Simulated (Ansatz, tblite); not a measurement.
Forces on `Cc1cc(-c2sc(-c3sc(-c4sc(C#C[Si](C)(C)C)cc4C)cc3C)cc2C)sc1C#C[Si](C)(C)C` at its r2SCAN-D4/def2-SVP geometry. Charge 0, multiplicity 1.

The xTB rows come from tblite. Single mean-field runs in def2-SVP are fitted with def2-universal-jkfit.

GFN2-xTB (tblite), largest force 2.20 eV/Å:

```xyz
70
positions Å, forces eV/Å
C    -0.376    7.952   -0.481   -0.054    0.312   -0.029
C    -0.133    6.476   -0.411    0.067   -0.535    0.302
C     0.083    5.638   -1.531    0.006   -0.230    0.076
C     0.301    4.300   -1.212   -0.066    0.474   -0.328
C     0.545    3.186   -2.094    0.159    0.227   -0.405
S     0.146    1.563   -1.587    0.159    0.046   -0.050
C     0.745    0.870   -3.072    0.170    0.246   -0.413
C     0.712   -0.554   -3.286    0.047   -0.030   -0.500
S     0.668   -1.643   -1.921   -0.122    0.019   -0.125
C     0.604   -3.051   -2.950    0.034   -0.020   -0.489
C     0.516   -4.374   -2.384    0.230   -0.314   -0.448
S    -0.168   -4.599   -0.796    0.095   -0.039   -0.031
C     0.095   -6.324   -0.855    0.196   -0.197   -0.463
C    -0.275   -7.147    0.221   -0.365   -0.773    0.940
C    -0.616   -7.858    1.166    0.608    1.268   -1.664
Si   -1.126   -8.909    2.592    0.074    0.148   -0.185
C    -0.887  -10.711    2.112    0.102   -0.849   -0.213
C    -0.053   -8.474    4.073    0.483    0.195    0.689
C    -2.934   -8.561    2.970   -0.829    0.156    0.181
C     0.674   -6.681   -2.068   -0.095    0.050    0.283
C     0.921   -5.595   -2.941   -0.244    0.264    0.406
C     1.572   -5.752   -4.282    0.148   -0.051   -0.259
C     0.648   -2.664   -4.284   -0.066   -0.018    0.189
C     0.706   -1.264   -4.492   -0.006   -0.057    0.532
C     0.709   -0.642   -5.855   -0.013    0.114   -0.300
C     1.202    1.878   -3.914   -0.029   -0.122    0.171
C     1.097    3.186   -3.380   -0.190   -0.319    0.378
C     1.576    4.405   -4.108    0.118    0.247   -0.169
S     0.250    4.072    0.515   -0.088    0.083   -0.029
C    -0.083    5.766    0.793    0.008    0.376   -0.397
C    -0.252    6.270    2.090   -0.142    0.540    1.207
C    -0.395    6.728    3.225    0.257   -0.823   -2.025
Si   -0.610    7.409    4.923    0.030   -0.122   -0.233
C    -1.499    9.060    4.784   -0.405    0.775   -0.051
C    -1.627    6.191    5.931   -0.467   -0.554    0.485
C     1.086    7.645    5.702    0.773    0.114    0.359
H    -0.774    8.241   -1.465    0.141   -0.173    0.330
H     0.559    8.515   -0.318   -0.293   -0.276   -0.059
H    -1.086    8.275    0.296    0.248   -0.194   -0.246
H     0.034    6.002   -2.558    0.024   -0.160    0.540
H    -1.184  -11.378    2.938    0.164    0.229   -0.447
H     0.167  -10.921    1.868   -0.504    0.017    0.099
H    -1.495  -10.970    1.230    0.310    0.039    0.414
H    -0.335   -9.081    4.950    0.212    0.333   -0.352
H     1.012   -8.658    3.860   -0.463    0.105    0.181
H    -0.163   -7.412    4.345    0.100   -0.504   -0.064
H    -3.572   -8.797    2.103    0.216    0.127    0.443
H    -3.089   -7.500    3.223   -0.008   -0.504   -0.104
H    -3.279   -9.168    3.823    0.060    0.324   -0.407
H     0.925   -7.717   -2.304   -0.118    0.512    0.094
H     2.110   -6.710   -4.339   -0.203    0.317    0.097
H     2.288   -4.939   -4.479   -0.270   -0.268    0.163
H     0.832   -5.743   -5.101    0.183   -0.011    0.379
H     0.581   -3.375   -5.108    0.039    0.382    0.406
H     0.058    0.246   -5.894    0.197   -0.347    0.100
H     0.358   -1.362   -6.608    0.104    0.196    0.313
H     1.721   -0.319   -6.157   -0.321   -0.178    0.203
H     1.658    1.678   -4.883   -0.233    0.128    0.494
H     2.284    4.126   -4.902   -0.247    0.026    0.299
H     2.079    5.109   -3.427   -0.180   -0.323   -0.178
H     0.745    4.951   -4.587    0.232   -0.291    0.197
H    -2.489    8.940    4.316    0.441    0.139    0.227
H    -0.921    9.772    4.173   -0.329   -0.269    0.295
H    -1.647    9.510    5.780    0.018   -0.130   -0.512
H    -1.128    5.211    5.992   -0.290    0.433    0.016
H    -2.621    6.035    5.481    0.436    0.024    0.276
H    -1.773    6.563    6.960    0.005   -0.265   -0.464
H     1.699    8.344    5.111   -0.216   -0.327    0.333
H     1.630    6.689    5.764   -0.189    0.480    0.009
H     0.994    8.051    6.723    0.149   -0.190   -0.470
```

r2SCAN-D4/def2-SVP (Ansatz), largest force 0.03 eV/Å:

```
C -0.008 0.001 0.004
C -0.004 -0.004 0.002
C -0.003 0.001 0.007
C 0.009 0.010 -0.003
C 0.001 -0.006 -0.001
S -0.001 0.003 -0.003
C 0.000 0.003 -0.002
C 0.000 -0.006 0.001
S 0.000 0.001 -0.005
C 0.004 0.000 0.001
C 0.000 -0.009 -0.002
S 0.006 -0.002 -0.007
C 0.007 -0.016 -0.004
C -0.029 -0.006 0.001
C 0.020 0.017 0.005
Si 0.003 0.001 -0.005
C -0.004 -0.003 -0.005
C -0.011 -0.002 -0.004
C 0.010 -0.002 -0.001
C 0.002 0.013 0.004
C -0.001 0.000 0.002
C 0.002 0.003 0.007
C -0.004 0.005 -0.003
C 0.000 0.000 -0.002
C -0.002 0.001 0.005
C 0.000 0.005 0.000
C 0.003 0.001 -0.001
C 0.001 0.003 0.002
S -0.010 -0.004 -0.004
C 0.003 0.018 0.000
C 0.011 0.004 0.019
C -0.008 -0.013 -0.014
Si 0.003 -0.005 -0.002
C 0.003 0.002 -0.003
C 0.000 0.004 0.006
C -0.010 0.002 -0.006
H 0.003 0.000 0.011
H -0.005 -0.003 -0.005
H 0.011 -0.005 -0.007
H -0.001 -0.004 0.004
H 0.002 0.007 -0.004
H 0.000 0.001 0.001
H 0.003 0.001 0.006
H 0.003 0.004 -0.003
H 0.004 -0.001 0.001
H -0.001 -0.004 0.000
H -0.004 0.000 0.000
H -0.001 -0.001 0.001
H -0.001 0.001 0.001
H -0.002 0.002 0.005
H -0.002 0.006 0.003
H -0.007 -0.006 0.001
H 0.002 0.001 0.001
H -0.001 -0.003 0.002
H 0.002 -0.001 0.000
H -0.001 0.000 0.000
H 0.001 0.000 -0.001
H 0.000 -0.003 0.000
H -0.001 0.001 0.003
H -0.003 -0.003 -0.003
H 0.003 -0.002 0.001
H 0.001 0.000 0.002
H -0.003 -0.003 0.004
H 0.001 -0.004 -0.004
H 0.000 0.007 0.001
H 0.003 0.003 0.003
H 0.000 -0.006 -0.014
H 0.001 -0.003 0.004
H 0.002 0.001 0.001
H 0.000 -0.002 -0.003
```

PBE0-D4/def2-SVP (Ansatz), largest force 0.75 eV/Å:

```
C 0.016 -0.057 0.002
C 0.009 -0.150 0.329
C 0.026 -0.322 0.104
C -0.066 0.365 0.206
C 0.107 -0.280 -0.318
S 0.134 0.148 -0.328
C 0.036 0.429 0.008
C -0.012 -0.422 -0.149
S 0.021 -0.051 -0.381
C 0.025 0.357 -0.217
C 0.008 -0.430 0.098
S 0.147 -0.250 -0.278
C 0.167 0.274 -0.449
C -0.231 -0.435 0.560
C 0.201 0.392 -0.492
Si -0.021 -0.044 0.061
C 0.004 -0.043 -0.023
C 0.017 0.013 0.025
C -0.031 0.010 0.001
C -0.145 0.129 0.311
C -0.067 0.303 0.104
C -0.039 0.010 0.068
C -0.039 -0.061 0.337
C -0.014 0.201 0.271
C 0.009 -0.029 0.070
C -0.099 -0.228 0.241
C -0.109 0.032 0.316
C -0.032 -0.054 0.030
S -0.043 0.309 -0.240
C 0.060 -0.123 -0.539
C -0.076 0.273 0.685
C 0.067 -0.254 -0.611
Si -0.005 0.025 0.073
C -0.018 0.039 -0.013
C -0.024 -0.029 0.023
C 0.031 0.005 0.005
H 0.004 -0.006 0.035
H -0.029 -0.028 -0.014
H 0.024 -0.018 -0.029
H 0.005 -0.019 0.053
H 0.006 0.037 -0.018
H -0.021 0.020 0.010
H 0.012 0.021 0.027
H 0.000 0.014 -0.035
H -0.024 -0.002 -0.007
H -0.008 -0.027 -0.017
H 0.023 0.001 0.012
H 0.017 -0.023 -0.006
H 0.022 0.011 -0.022
H -0.014 0.047 0.012
H -0.009 0.029 0.002
H -0.022 -0.032 0.016
H 0.015 -0.003 0.032
H 0.008 0.030 0.039
H 0.011 -0.032 0.006
H 0.003 0.020 0.014
H -0.022 -0.018 0.015
H -0.027 0.007 0.042
H -0.014 0.011 0.023
H -0.010 -0.031 -0.018
H 0.020 -0.028 0.014
H 0.027 -0.012 0.012
H -0.006 -0.030 0.017
H 0.012 -0.028 -0.025
H 0.000 0.035 -0.008
H 0.029 0.016 0.003
H 0.012 -0.004 -0.045
H -0.025 -0.018 0.008
H -0.023 0.016 -0.006
H -0.013 -0.013 -0.032
```
